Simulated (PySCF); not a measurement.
Ground-state electric properties of a mixed set of molecules.

All values: PBE0/def2-SVPD (PySCF) at PBE0-D3(BJ)/def2-SVP geometries, gas phase, one conformer each. Core orbitals are frozen in the response; Δα² is half the sum of the squared differences of the principal polarisabilities.

Problem. Rank by polarisability anisotropy Δα, lowest first.
A. `[CH3:1][S@:2](=[O:3])[c:4]1[cH:5][cH:6][cH:7][n:8][cH:9]1` with C1–S2–C4–C5 108°
B. `[CH:1]1=[CH:2][CH2:3][c:4]2[cH:5][cH:6][cH:7][cH:8][c:9]2[CH:10]=[CH:11]1` with C1–C2–C3–C4 67°, C2–C3–C4–C5 115°, C8–C9–C10–C11 -146°, C2–C1–C11–C10 -32°
C. `[NH2:1][SiH2:2][N:3]([CH:4]=[O:5])[CH2:6][C:7]([F:8])([F:9])[F:10]` with H–N1–Si2–N3 64° and -77°, N1–Si2–N3–C4 -58°, Si2–N3–C4–O5 2°, Si2–N3–C6–C7 82°
D. `[CH3:1][NH:2][Si@H:3]([NH2:4])[F:5]` with C1–N2–Si3–N4 -156°, N2–Si3–N4–H 56° and -154°
E. `[BH3-:1][P+:2]([CH3:3])([CH3:4])[CH:5]1[CH2:6][CH2:7]1` with B1–P2–C5–C6 34°

Solution. E (1.50 Å³), D (2.13 Å³), C (3.28 Å³), A (7.89 Å³), B (11.77 Å³).

Problem. Rank by mean static polarisability, lowest first.
A. `CN[Si@H](N)F`
B. `N[SiH2]N(C=O)CC(F)(F)F`
C. `[BH3-][P+](C)(C)C1CC1`
D. `C1=CCc2ccccc2C=C1`
E. `FCC(F)(F)Cl`

Solution. E (6.33 Å³), A (8.16 Å³), B (12.28 Å³), C (15.07 Å³), D (19.02 Å³).

Problem. Rank by vertical ionisation energy (ΔSCF), highest first.
A. `C[S@](=O)c1cccnc1`
B. `N[SiH2]N(C=O)CC(F)(F)F`
C. `CN[Si@H](N)F`
D. `[BH3-][P+](C)(C)C1CC1`
E. `FCC(F)(F)Cl`

Solution. E (12.33 eV), D (9.76 eV), B (9.58 eV), C (9.39 eV), A (8.85 eV).

All values together:

| SMILES | formula | μ (D) | HOMO (eV) | LUMO (eV) | α (Å³) | Δα (Å³) | electrons | α per electron (Å³) | ΔSCF removal energy (eV) |
| --- | --- | --- | --- | --- | --- | --- | --- | --- | --- |
| CN[Si@H](N)F | CH7FN2Si | 2.30 | -7.19 | 0.62 | 8.16 | 2.13 | 50 | 0.163 | 9.39 |
| C1=CCc2ccccc2C=C1 | C11H10 | 0.21 | -6.28 | -1.26 | 19.02 | 11.77 | 76 | 0.250 | – |
| N[SiH2]N(C=O)CC(F)(F)F | C3H7F3N2OSi | 3.44 | -7.70 | -0.39 | 12.28 | 3.28 | 88 | 0.140 | 9.58 |
| [BH3-][P+](C)(C)C1CC1 | C5H14BP | 5.01 | -7.92 | 0.40 | 15.07 | 1.50 | 64 | 0.235 | 9.76 |
| FCC(F)(F)Cl | C2H2ClF3 | 1.94 | -9.87 | -0.24 | 6.33 | 1.72 | 58 | 0.109 | 12.33 |
| C[S@](=O)c1cccnc1 | C6H7NOS | 2.24 | -7.02 | -1.31 | 14.88 | 7.89 | 74 | 0.201 | 8.85 |

Conformers: `[CH3:1][NH:2][Si@H:3]([NH2:4])[F:5]` with C1–N2–Si3–N4 -156°, N2–Si3–N4–H 56° and -154°; `[CH:1]1=[CH:2][CH2:3][c:4]2[cH:5][cH:6][cH:7][cH:8][c:9]2[CH:10]=[CH:11]1` with C1–C2–C3–C4 67°, C2–C3–C4–C5 115°, C8–C9–C10–C11 -146°, C2–C1–C11–C10 -32°; `[NH2:1][SiH2:2][N:3]([CH:4]=[O:5])[CH2:6][C:7]([F:8])([F:9])[F:10]` with H–N1–Si2–N3 64° and -77°, N1–Si2–N3–C4 -58°, Si2–N3–C4–O5 2°, Si2–N3–C6–C7 82°; `[BH3-:1][P+:2]([CH3:3])([CH3:4])[CH:5]1[CH2:6][CH2:7]1` with B1–P2–C5–C6 34°; `[F:1][CH2:2][C:3]([F:4])([F:5])[Cl:6]` with F1–C2–C3–F4 -60°; `[CH3:1][S@:2](=[O:3])[c:4]1[cH:5][cH:6][cH:7][n:8][cH:9]1` with C1–S2–C4–C5 108°.

A dash marks a removal energy that wasn't run or isn't settled.

Problem. By how much does the ΔSCF value exceed −ε(HOMO) over the species that have both?

Solution. By 1.83 to 2.46 eV, 2.04 eV on average, over 5 species.
